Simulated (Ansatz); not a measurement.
```yaml
crystal:
  periodic: [false, false, false]
  atoms:
    - {symbol: In, position_ang: [-1.088308, -0.963864, 0.821285]}
    - {symbol: As, position_ang: [-0.181100, 1.352837, -0.349595]}
    - {symbol: As, position_ang: [1.269407, -0.388983, -0.471690]}
basis:
  gaussian: {orbitals: def2-TZVPD, point_charges: [{charge: 1.00, position_ang: [5.240, 0.680, -0.169]}]}
magnetization: {spin_polarized: true, initial_magnetization: 1}
hamiltonian: {xc: {name: PBE0}, dispersion: d3bjatm}
scf: {omitted_lower_state_checks: [starts]}
output: {forces: true}
```

```sh
$ ansatz run in.yaml --threads 4 --pin off --events-out ev --progress --plain --max-ram 3916MiB
```

It prints (some lines left out):

```
Functional definition: PBE0
1195 factors; integrals over basis functions are off by at most 8.0e-4 eV
mean field evaluation 1: about -126841.2646 eV, gradient 1.6e1 eV
mean field evaluation 2: about -126833.0159 eV, gradient 3.7e1 eV
mean field evaluation 4: about -126843.0611 eV, gradient 2.6e0 eV
mean field evaluation 8: about -126843.1485 eV, gradient 2.5e-1 eV
mean field evaluation 16: about -126843.1500 eV, gradient 1.2e-2 eV
mean field evaluation 32: about -126843.1500 eV, gradient 1.0e-4 eV
mean field -126843.15002482 eV, -4661.3997860370 hartree, gradient 2.5e-5 eV, S^2 0.761052; 0 other end points of the search recorded, 0 dependent functions left out
reference -126843.15005699 eV, -4661.3997872195 hartree; 44, 43 occupied and 120, 121 virtual orbitals, 1195 factors
Total energy: -126843.26484883 eV, -4661.4040057417 hartree
Atom 0 at    -1.088308    -0.963864     0.821285 Å, force    -1.021957    -0.859310     0.672040 eV/Å
Atom 1 at    -0.181100     1.352837    -0.349595 Å, force     1.346505    -0.540029    -0.420355 eV/Å
Atom 2 at     1.269407    -0.388983    -0.471690 Å, force     0.035840     1.465248    -0.178322 eV/Å
Dipole moment:    -0.924822    -0.175588     0.230143 e Å
Checks for a lower state left out: starts
```

Hardware: 4 threads of Arm Neoverse V1 on a shared host. Wall time 12 s, peak host memory 0.69 GiB.

In the def2 sets In takes a core potential; there is no spin–orbit coupling.
